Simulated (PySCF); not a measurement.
Field gradients at the hydrogen positions

Species: C4H6F2O2Si.
Z-matrix (Å and degrees, GFN2-xTB geometry), rows numbered from 1:
```
O 
C   1  1.2008
C   2  1.4861  1  124.99
O   3  1.4202  2  110.05  1  -168.86
C   4  1.4061  3  111.79  2  -159.97
C   5  1.5399  4  109.67  3    50.84
F   6  1.3792  5  110.11  4  -156.53
Si  6  1.9285  5  103.20  4   -35.26
F   8  1.6049  3  109.47  2  -114.09
H   2  1.1050  1  122.28  3   178.21
H   3  1.1016  2  109.40  1   -46.95
H   5  1.0906  4  106.35  3   173.08
H   5  1.1001  4  111.00  3   -68.40
H   6  1.0942  5  110.83  4    86.82
H   8  1.4440  3  118.99  2    11.35
```

Level: PBE0/pcSseg-1 (PySCF, non-relativistic); Q(2H) = 0.00286 b; rigid geometry, the same for H and D, with no vibrational averaging.

Problem. Rank these positions by the coupling χzz of a deuteron there, largest first.
A. H11 (methine hydrogen)
B. H10 (formyl hydrogen)
C. H15 (Si–H hydrogen)
D. H14 (methine hydrogen)

Solution. D (197 kHz), A (190 kHz), B (183 kHz), C (115 kHz).

Problem. Tabulate Vzz, the asymmetry η and χzz = 234.96 MHz × Q × Vzz for every hydrogen position.

Solution. 
| atom | bonded to | bond length (Å) | Vzz (au) | η | χzz (kHz) |
| --- | --- | --- | --- | --- | --- |
| H10 | C2 | 1.105 | 0.2719 | 0.02 | 183 |
| H11 | C3 | 1.102 | 0.2831 | 0.08 | 190 |
| H12 | C5 | 1.091 | 0.2977 | 0.05 | 200 |
| H13 | C5 | 1.100 | 0.2784 | 0.05 | 187 |
| H14 | C6 | 1.094 | 0.2927 | 0.09 | 197 |
| H15 | Si8 | 1.444 | 0.1709 | 0.03 | 115 |

Problem. Average by the element that carries the hydrogen.

Solution. on C: 191 kHz over 5 positions, mean bond length 1.098 Å; on Si: 115 kHz over 1 position, mean bond length 1.444 Å.

Problem. How does χzz go with the bond length over the 5 C–H bonds?

Solution. A straight-line fit has a slope of -11.7 kHz for each 0.01 Å, with a correlation coefficient of -0.97, over lengths from 1.091 to 1.105 Å. The longer bonds have the smaller couplings here.

Problem. A static deuteron (I = 1) shows a doublet split by (3/2)χ, (3/4)χ(1 + η) and (3/4)χ(1 − η) with the field along z, y and x of the gradient. What are these for H11?

Solution. With |χ| = 190.2 kHz and η = 0.080: 285, 154 and 131 kHz, to first order and without motion.

Isolated species at its GFN2-xTB geometry (one conformer only). GFN2-xTB bond lengths can be off by several hundredths of an ångström, more for odd bonds, and the gradients follow them. With so small a basis the couplings can be 20 % off.

The run behind these numbers computed NMR shieldings as well. Time: 69 s wall (grids of density and orbitals included); peak memory 0.84 GiB. Hardware: an Arm Neoverse N1 with one thread (shared host).
